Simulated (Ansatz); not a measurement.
**Match the barriers**

Saddle point of InSiH4Cl, closed shell (InSiH₄Cl ([SiH3][InH][Cl]) → InCl + SiH₄; bonds formed: Si2–H3; bonds broken: In1–Si2, In1–H3), PBE0-D4/def2-TZVP structure:

```csv
atom,x (Å),y (Å),z (Å)
In1,-1.1000,-0.7080,0.6631
Si2,0.6554,0.8040,-0.3443
H3,0.5548,-1.0326,-0.5029
Cl4,-2.5373,-2.3794,1.4216
H5,-0.1703,0.6883,-1.5843
H6,1.4807,0.3898,0.8300
H7,1.1167,2.2378,-0.4833
```

Ansatz 0.2.0; basis: def2-TZVPP, with def2-QZVPP for the basis limit; cores frozen in the correlated methods. Filled d shells of the heavier atoms are correlated. Core potentials replace the inner electrons of the atoms past krypton. The def2 sets are not built for correlating such inner shells, so the correlated values are less sure here. Extrapolation: Hartree–Fock as exp(−7.88 √X), correlation as X^−2.97. Four methods, as single points on the PBE0-D4 structures, gave these electronic barriers from the start structure: 1.845, 2.123, 2.414, 2.846 eV.

(1) The methods were, in alphabetical order, BHLYP-D4, HF, PBE0-D4, SPW92. Which gave which? (A judgement: the text doesn't fix the answer.)

No T1 diagnostic of these runs exceeds 0.017. The start structure is not quite a true minimum (one mode of 31i cm⁻¹).

Answers

(1) Computed: SPW92 1.845; PBE0-D4 2.123; BHLYP-D4 2.414; HF 2.846 eV. For comparison, CCSD(T) at an estimated basis limit (MP2 extrapolated from triple and quadruple zeta, plus CCSD(T) − MP2 in triple zeta) gives 2.239 eV.

Losses and insertions of silylenes and their heavier kin drive the gas-phase chemistry of silicon and germanium vapour deposition.

Labels in which every atom is bracketed show which atoms are joined, not bond orders.

For scale, one of the runs: CCSD(T)/def2-TZVPP, 190 basis functions, launched by `ansatz run in.yaml --threads 4 --pin off --events-out ev --progress --plain --max-ram 9574MiB`. Hardware: 4 CPU threads of an Arm Neoverse V2, shared host. Wall time 35 s; peak host memory 2.1 GiB.
